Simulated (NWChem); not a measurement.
System: C3H4ClF; SMILES C(=C(/C)Cl)/F

The following NWChem deck was run.

```
start job
memory heap 200 mb stack 900 mb global 1100 mb
geometry units angstroms noautosym nocenter noautoz
  C     -1.628258    -0.175147     0.000000
  C     -0.153937     0.019660     0.000000
  Cl     0.411197     1.661606     0.000000
  C      0.759682    -0.953369     0.000000
  F      0.402448    -2.235767     0.000000
  H     -2.081998     0.292433     0.887923
  H     -1.867103    -1.246915     0.000000
  H     -2.081998     0.292433    -0.887923
  H      1.839701    -0.790542     0.000000
end
basis spherical
  C library def2-svp
  Cl library def2-svp
  F library def2-svp
  H library def2-svp
end
dft
  xc xpbe96 cpbe96
  iterations 150
end
cosmo
  do_cosmo_smd true
  solvent propnol2
end
task dft energy
```

Geometry: optimised at PBE0/def2-SVP. Solvent: 2-propanol.

Level: PBE/def2-SVP with SMD (1 M gas to 1 M solution), gas-phase geometry.

### Question
What results follow from this input? (PBE/def2-SVP, SMD on the gas-phase geometry.) Quantities: solvation free energy (kcal/mol); cavity-dispersion-structure term (kcal/mol); dipole in solution (D).

### Answer
```
Item                                         Value
-------------------------------------------  -----
solvation free energy (kcal/mol)              -2.4
cavity-dispersion-structure term (kcal/mol)   -0.2
dipole in solution (D)                        0.58
```
